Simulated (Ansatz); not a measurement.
`[OH][GaH][F]` + Cl• → `[OH][Ga][F]`• + HCl at 600 K and 1 bar (hydrogen abstraction from a Ga–H bond).

Program: Ansatz. Geometries: PBE0-D4/def2-TZVP. ΔE: electronic, gas phase. CBS: MP2 limit from def2 TZ/QZ plus the TZ coupled-cluster correction, frozen cores. This one scheme is used for every species, atoms too. Open shells (•) are unrestricted, without spin–orbit coupling. Spin–orbit coupling would lower the free atoms: a little for Cl. Bonds to Ga are less sure, by a few kJ/mol each and by 10 to 20 or more in all where they break to atoms, as the def2 sets lack core-valence functions. Scalar relativity is left out up to krypton. Each species was taken in one conformer, which may not be the lowest.

| species | CCSD(T)/CBS energy (Eh) | H − E (kJ/mol) | S (J/(mol·K)) |
| --- | --- | --- | --- |
| `[OH][GaH][F]` | -2100.17635 | 96.3 | 342.0 |
| Cl• | -459.70966 | 12.5 | 182.8 |
| `[OH][Ga][F]`• | -2099.53876 | 71.9 | 335.8 |
| HCl | -460.38127 | 35.4 | 207.2 |

H − E and S are ideal-gas, rigid-rotor, harmonic terms from PBE0-D4/def2-TZVP, for one conformer and one mirror image of each species, with the whole ground term of open shells counted as degenerate. 1 Eh = 2625.50 kJ/mol, R = 8.31446 J/(mol·K).

Question: By hand: ΔE, ΔH, ΔS and ΔG.

Answer: ΔE = (-2099.53876) + (-460.38127) − (-2100.17635) − (-459.70966) = -0.03402 Eh = -89.3 kJ/mol. Δ(H − E) = 71.9 + 35.4 − 96.3 − 12.5 = -1.5, so ΔH = -90.8 kJ/mol. ΔS = 335.8 + 207.2 − 342.0 − 182.8 = 18.2 J/(mol·K). ΔG = -90.8 − 600 × (18.2)/1000 = -101.7 kJ/mol.

Question: By hand: the equilibrium constant, and the temperature at which ΔG would vanish if ΔH and ΔS stayed fixed.

Answer: log₁₀ K = −ΔG/(RT ln 10) = 8.9. ΔH and −TΔS have one sign here, so there is no such temperature.

ΔH outweighs TΔS. A doubt of 5 kJ/mol in ΔE shifts log₁₀ K by 0.4 here. Other conformers and mirror images would add mixing entropy, several J/(mol·K) or more a flexible species. These are equilibria of isolated gas molecules and say nothing of rates. Largest T1 diagnostic: 0.018 (customary marks: 0.02 for closed shells, 0.045 for open ones).
